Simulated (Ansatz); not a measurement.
Mulliken charges of Cl2GaH3OSi, SMILES `[SiH3][O][Ga]([Cl])[Cl]` from r2SCAN/def2-TZVPP in Ansatz (PBE0-D4/def2-TZVP geometry).

| atom | x (Å) | y (Å) | z (Å) | charge (e) |
| --- | --- | --- | --- | --- |
| Si1 | -1.146 | -0.148 | 0.888 | 0.434 |
| O2 | -0.178 | 0.613 | -0.198 | -0.420 |
| Ga3 | 1.301 | 0.324 | -1.091 | 0.655 |
| Cl4 | 2.348 | -1.502 | -0.870 | -0.227 |
| Cl5 | 2.012 | 1.830 | -2.385 | -0.215 |
| H6 | -0.460 | -1.330 | 1.476 | -0.070 |
| H7 | -2.390 | -0.596 | 0.211 | -0.080 |
| H8 | -1.487 | 0.810 | 1.969 | -0.078 |

Question: By hand: the dipole of these point charges (1 e Å = 4.8032 D).

Answer: Σ q r = (-0.197, -0.084, 0.190) e Å, of length 0.286 e Å = 1.37 D.

Question: How does the dipole of the full density compare? (Best estimate.)

Answer: The calculation gave: (-0.080, -0.036, 0.077) e Å, 0.56 D; the point charges give 2.45 times that, at 1° from its direction.

Point charges leave out the atoms' own dipoles, such as those of lone pairs, and Mulliken's split depends on the basis, so the two needn't agree.
